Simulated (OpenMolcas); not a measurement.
An OpenMolcas run meant for Al⁺ (ANO-R2, X2C; inactive shells 1s 2s 2p; intended active space 2 electrons in 8 orbitals (3s 3p 4s 4p)). One step of its input:

```
&RASSCF
FileOrb=start.orb
Symmetry=1
Spin=4
nActEl=2 0 0
Inactive=2 3
Ras2=2 6
CIRoot=15 15 1
SDav=16
CIMx=300
Iter=57 100
PrWF=0.3
OrbListing=Nothing
MaxOrb=0
Atom
CIOnly
>>> COPY $Project.JobIph JOB001
```

Lines from the output:

```
--- SEWARD ---
Basis set label: AL.ANO-R...5S5P3D1F.

      Electronic valence basis set:
      ------------------
      Associated Effective Charge  13.000000 au
      Associated Actual Charge     13.000000 au
      Nuclear Model: Finite nucleus - Gaussian distribution
        Gaussian exponent, Xi/bohr**(-2):  4.43360E+08

      Shell  nPrim  nBasis  Cartesian Spherical Contaminant
         s      16       5        X
         p      11       5        X
         d       7       3                 X
         f       5       1                 X
                  Relativistic X2C integrals
                  Atomic mean-field integrals
--- RASSCF ---

 Nr of active orbitals     NAC=   8
 Spin degeneracy         ISPIN=   4
 There can be no such wave function.
 ************************************************
--- Stop Module: rasscf at  /rc=_RC_INPUT_ERROR_ ---
.####################.
.# User input error #.
.####################.
```

Q: What is wrong with the input?

A: The spin multiplicity does not fit the number of active electrons: an even count needs an odd multiplicity and the reverse.
